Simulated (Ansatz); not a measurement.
`O[AsH2]`, 5 atoms. The species carries charge 0 and has multiplicity 1. Correlated methods include outer-core shells of As, which these sets cover unevenly. Scalar relativity is left out up to krypton. All runs use 2 threads of an Arm Neoverse V1 on a shared host. Correlated methods freeze the cores. Open-shell runs search over several starts.

(1) How many basis functions does each run have, and how long does it take in Ansatz? UKS B2PLYP (frozen core)/def2-TZVPP energy of the cation; RKS ωB97M-V/def2-QZVPP energy; RKS ωB97M-V/def2-SVP energy; UKS PBE-D4/def2-TZVPP energy of the cation; UKS ωB97X-V/def2-TZVPP energy of the cation; UKS PBE0-D4/def2-TZVPP energy of the cation; RKS B3LYP-D4/def2-TZVPP energy and forces; RKS HSE06 (plane-wave form)-D4/def2-TZVPP energy; RKS B2PLYP (frozen core)/def2-TZVPP energy; RKS PBE0-D4/def2-TZVPP energy; RKS PBE0-D4/def2-TZVP frequencies; UKS r2SCAN-D4/def2-TZVPP energy of the cation. (Estimate.)

Results:

(1) Computed: Other jobs shared the machine, so times are rough.

| level | job | functions | wall time | peak host memory (GiB) |
| --- | --- | --- | --- | --- |
| RKS PBE0-D4/def2-TZVPP | energy | 121 | 1.1 s | 0.18 |
| RKS HSE06 (plane-wave form)-D4/def2-TZVPP | energy | 121 | 1.2 s | 0.19 |
| RKS B3LYP-D4/def2-TZVPP | energy and forces | 121 | 1.5 s | 0.18 |
| RKS B2PLYP (frozen core)/def2-TZVPP | energy | 121 | 1.9 s | 0.18 |
| UKS PBE-D4/def2-TZVPP | energy of the cation | 121 | 2.4 s | 0.14 |
| RKS ωB97M-V/def2-SVP | energy | 61 | 3.1 s | 0.15 |
| UKS PBE0-D4/def2-TZVPP | energy of the cation | 121 | 3.2 s | 0.24 |
| UKS r2SCAN-D4/def2-TZVPP | energy of the cation | 121 | 6 s | 0.17 |
| UKS B2PLYP (frozen core)/def2-TZVPP | energy of the cation | 121 | 7 s | 0.35 |
| RKS ωB97M-V/def2-QZVPP | energy | 236 | 9 s | 0.6 |
| UKS ωB97X-V/def2-TZVPP | energy of the cation | 121 | 11 s | 0.34 |
| RKS PBE0-D4/def2-TZVP | frequencies | 97 | 28 s | 0.15 |

B3LYP here is the variant with VWN-RPA as its local correlation; programs differ in this.
